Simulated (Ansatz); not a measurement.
```xyz
9

C     0.7964    0.0000    0.0000
C    -0.3982    0.6897    0.0000
C    -0.3982   -0.6897    0.0000
H     1.3452    0.0000    0.8431
H     1.3452    0.0000   -0.8431
H    -0.6726    1.1650   -0.8431
H    -0.6726    1.1650    0.8431
H    -0.6726   -1.1650    0.8431
H    -0.6726   -1.1650   -0.8431
```

Basis set: def2-TZVP (spherical functions). Left uncorrelated: 3 orbitals. Charge 0, multiplicity 1.

Computed with Ansatz (development build ahead of 0.2.0); each method stands on the lowest determinant of its kind that the runs found. Restricted open shells among the atoms or ions are ROHF, correlated in semicanonical orbitals with singles.

(1) Give the atomization energy at this shape (free ground-state atoms in the same class of orbitals less the molecule, no zero-point energy) of singlet C3H6 by RHF-MP2, RHF.

Answers

(1)

```tsv
method	atomization energy
RHF-MP2	3342.6 kJ/mol
RHF	2604.8 kJ/mol
```

Caution: no unrestricted run beside it, a lower state can exist; the shape is not the minimum.
